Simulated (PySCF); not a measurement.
Species: CH₈AsNSi.
SMILES: `C[AsH][SiH2]N`

Torsions of this conformer, `[CH3:1][AsH:2][SiH2:3][NH2:4]`: C1–As2–Si3–N4 -75°, H–N4–Si3–As2 -168°, H–N4–Si3–As2 53°.

The closed-shell ground state was solved at several levels (PySCF, density fitting, gas phase). Geometry: PBE0-D3(BJ)/def2-SVP, one conformer, isolated molecule. Relativistic effects, spin–orbit coupling among them, are left out although an element past zinc is present.

```tsv
level	basis functions	HOMO (eV)	LUMO (eV)	gap (eV)	dipole (D)
HF/pcSseg-2	290	-9.18	2.26	11.44	2.06
PBE0/pcSseg-1	139	-6.81	0.14	6.95	2.00
```

Estimate the row for CAM-B3LYP/def2-SVPD, a basis of 166 functions; the other rows only guide the guess.

HOMO -8.04 eV, LUMO 0.73 eV, gap 8.77 eV, dipole 1.85 D.

Over all these levels, which gives the widest orbital gap and which the narrowest?

HF/pcSseg-2 (Hartree–Fock, all exact exchange) has the widest, 11.44 eV, and PBE0/pcSseg-1 (global hybrid, 25 % exact exchange) the narrowest, 6.95 eV. Functional and basis both differ between the two, so the spread mixes both effects. The HOMO need not be the same orbital at Hartree–Fock and at DFT levels.

How far do the dipole and the HOMO energy spread over the levels?

The dipole runs from 1.85 to 2.06 D (mean 1.97 D) and the HOMO from -9.18 to -6.81 eV.
